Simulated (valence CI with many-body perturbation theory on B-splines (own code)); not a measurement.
E1 transitions of Zr³⁵⁺

Method: relativistic CI+MBPT: three valence electrons over a frozen Dirac-Fock core [He], radial functions for each j: 11 s, 11 p, 9 d, 7 f, 5 g, 2 h, 1 i, with the one-electron correlation potential Σ1 (screened to all orders), the two-electron term Σ2, the three-electron term Σ3, Breit, model QED; selected single and double excitations, second order for the rest (own B-spline code, finite nucleus).

No measured spectrum was set against this ion. As an estimate, large intervals hold to a few tenths of a per cent, small ones and those within an open d or f shell to about a per cent.

Lines 1 to 50 of 264 in falling wavelength, among levels below 224.78 Ry, chosen from the strongest by gf and those to the six lowest levels. Wavelengths and rates use the calculated energies. Electric multipoles are in the length gauge, E1 and E2 with the static RPA response of the core. Weak lines are less certain than strong ones. Lines between different terms over intervals too small for the method are left out, as are lines whose strength nearly cancels. The highest levels of a list are the least certain.

Levels are named by their leading jj configuration (3d3/2^4 stands for four electrons in 3d with j = 3/2), which in mixed levels can hold well under half, so a name can repeat and another be missing. Letters in brackets count levels of one name in rising energy.

```csv
λ vac (nm),Upper,Lower,A (s⁻¹),log gf,Branch %
35.32,(2s 2p3/2 3d5/2) J=9/2,(2s 2p3/2 3p3/2) J=7/2,1.33e+09,-0.61,65.8
35.23,(2p1/2 2p3/2 3d5/2) J=9/2,(2p1/2 2p3/2 3p3/2) J=7/2,1.57e+09,-0.53,0.7
35.22,(2p1/2 2p3/2 3d5/2) J=7/2,(2p1/2 2p3/2 3p3/2) J=5/2 [a],1.24e+09,-0.74,0.0
33.84,(2s 2p1/2 3d5/2) J=7/2,(2s 2p1/2 3p3/2) J=5/2,1.50e+09,-0.69,0.0
31.88,(2p1/2^2 3d5/2) J=5/2,(2p1/2^2 3p3/2) J=3/2,1.94e+09,-0.75,0.0
31.69,(2s 2p3/2 3d5/2) J=7/2 [b],(2s 2p3/2 3p3/2) J=5/2 [b],1.64e+09,-0.70,0.0
29.77,(2s 2p1/2 3d5/2) J=5/2 [a],(2s 2p1/2 3p3/2) J=3/2 [a],1.45e+09,-0.94,0.0
29.47,(2s^2 3d5/2) J=5/2,(2s^2 3p3/2) J=3/2,1.99e+09,-0.81,0.0
29.31,(2s 2p3/2 3d5/2) J=5/2 [b],(2s 2p3/2 3p3/2) J=3/2 [b],1.49e+09,-0.94,0.0
28.48,(2s 2p3/2 3p1/2) J=3/2 [a],(2s 2p3/2 3s) J=5/2,2.21e+09,-0.97,0.0
28.35,(2s 2p1/2 3d5/2) J=5/2 [b],(2s 2p1/2 3p3/2) J=3/2 [b],2.23e+09,-0.79,0.0
27.92,(2s 2p3/2 3d5/2) J=5/2 [a],(2s 2p3/2 3p3/2) J=3/2 [a],1.59e+09,-0.95,0.0
27.77,(2s 2p3/2 3d5/2) J=7/2 [a],(2s 2p3/2 3p3/2) J=5/2 [a],2.05e+09,-0.72,0.0
26.82,(2s 2p3/2 3p1/2) J=5/2,(2s 2p3/2 3s) J=5/2,2.12e+09,-0.86,0.0
23.85,(2s 2p3/2 3p3/2) J=3/2 [a],(2s 2p3/2 3s) J=3/2 [a],3.15e+09,-0.97,0.0
23.04,(2s 2p3/2 3d3/2) J=7/2,(2s 2p3/2 3p1/2) J=5/2,2.72e+09,-0.76,0.0
22.60,(2p1/2 2p3/2 3d3/2) J=5/2,(2p1/2 2p3/2 3p1/2) J=3/2 [a],3.91e+09,-0.75,0.0
22.52,(2p1/2 2p3/2 3d3/2) J=7/2,(2p1/2 2p3/2 3p1/2) J=5/2,3.71e+09,-0.65,1.6
22.27,(2s 2p3/2 3d3/2) J=5/2 [a],(2s 2p3/2 3p1/2) J=3/2 [a],2.13e+09,-1.02,0.0
22.24,(2s 2p1/2 3d3/2) J=5/2,(2s 2p1/2 3p1/2) J=3/2,3.24e+09,-0.84,0.0
21.91,(2s 2p3/2 3d3/2) J=5/2 [b],(2s 2p3/2 3p1/2) J=3/2 [b],3.22e+09,-0.86,0.0
21.80,(2p1/2^2 3d3/2) J=3/2,(2p1/2^2 3p1/2) J=1/2,5.34e+09,-0.82,0.0
21.77,(2p1/2 2p3/2 3p3/2) J=5/2 [a],(2p1/2 2p3/2 3s) J=3/2 [a],5.79e+09,-0.61,0.0
21.60,(2p1/2 2p3/2 3p3/2) J=7/2,(2p1/2 2p3/2 3s) J=5/2,7.67e+09,-0.37,0.0
21.43,(2s 2p1/2 3p3/2) J=3/2 [b],(2s 2p1/2 3s) J=1/2 [b],4.20e+09,-0.94,0.0
21.42,(2s 2p1/2 3d3/2) J=3/2 [a],(2s 2p1/2 3p1/2) J=1/2 [a],4.56e+09,-0.90,0.0
21.08,(2s 2p3/2 3p3/2) J=5/2 [b],(2s 2p3/2 3s) J=3/2 [b],5.55e+09,-0.65,0.0
20.56,(2s^2 3d3/2) J=3/2,(2s^2 3p1/2) J=1/2,4.61e+09,-0.93,0.0
20.13,(2p1/2^2 3p3/2) J=3/2,(2p1/2^2 3s) J=1/2,1.02e+10,-0.61,0.0
19.94,(2s 2p3/2 3p3/2) J=5/2 [a],(2s 2p3/2 3s) J=3/2 [a],4.83e+09,-0.76,0.0
19.62,(2s 2p3/2 3p3/2) J=7/2,(2s 2p3/2 3s) J=5/2,8.74e+09,-0.39,11.2
19.54,(2p1/2 2p3/2 3p3/2) J=5/2 [b],(2p1/2 2p3/2 3s) J=3/2 [b],7.70e+09,-0.58,0.0
19.09,(2s^2 3p3/2) J=3/2,(2s^2 3s) J=1/2,8.32e+09,-0.74,0.4
18.95,(2s 2p1/2 3p3/2) J=5/2,(2s 2p1/2 3s) J=3/2,1.12e+10,-0.44,0.7
18.90,(2s 2p3/2 3p3/2) J=3/2 [b],(2s 2p3/2 3s) J=1/2,4.63e+09,-1.00,0.0
18.38,(2s 2p1/2 3p3/2) J=3/2 [a],(2s 2p1/2 3s) J=1/2 [a],1.04e+10,-0.68,0.1
17.72,(2p1/2 2p3/2 3p3/2) J=5/2 [b],(2p1/2 2p3/2 3s) J=5/2,4.72e+09,-0.87,0.0
16.80,(2p1/2 2p3/2 3p3/2) J=1/2 [b],(2p1/2 2p3/2 3s) J=3/2 [b],1.37e+10,-0.93,0.0
16.47,(2s 2p3/2 3d5/2) J=7/2 [a],(2s 2p3/2 3p1/2) J=5/2,2.99e+09,-1.01,0.0
16.39,(2p1/2 2p3/2 3p3/2) J=3/2 [b],(2p1/2 2p3/2 3s) J=3/2 [a],6.32e+09,-0.99,0.0
16.29,(2p1/2 2p3/2 3p1/2) J=5/2,(2s 2p3/2 3p1/2) J=3/2 [b],4.28e+09,-0.99,0.0
16.13,(2s 2p3/2 3p3/2) J=5/2 [a],(2s 2p3/2 3s) J=5/2,6.28e+09,-0.83,0.0
14.81,(2p1/2 2p3/2 3s) J=5/2,(2s 2p3/2 3s) J=3/2 [b],5.33e+09,-0.98,0.0
12.94,(2s 2p1/2 2p3/2) J=5/2,(2s^2 2p3/2) J=3/2,1.57e+09,-1.63,100.0
12.07,(2s 2p1/2^2) J=1/2,(2s^2 2p1/2) J=1/2,2.45e+09,-1.97,100.0
10.54,(2p1/2^2 2p3/2) J=3/2,(2s 2p1/2 2p3/2) J=3/2 [b],4.06e+09,-1.57,3.6
9.694,(2p1/2^2 3d5/2) J=5/2,(2s 2p1/2 3d5/2) J=7/2,1.27e+10,-0.97,0.0
9.332,(2s 2p1/2 2p3/2) J=3/2 [b],(2s^2 2p3/2) J=3/2,1.55e+09,-2.09,1.8
9.288,(2p1/2 2p3/2 3p3/2) J=7/2,(2s 2p3/2 3p3/2) J=7/2,9.23e+09,-1.02,0.0
9.282,(2p1/2 2p3/2 3d5/2) J=9/2,(2s 2p3/2 3d5/2) J=9/2,8.25e+09,-0.97,3.8
```

**Question.** How does gf follow from A for the line at 20.56 nm?

**Answer.** gf = 1.4992 × (2J+1)_upper × A / σ², with σ = 486323 cm⁻¹ and 2J+1 = 4: gf = 0.117.
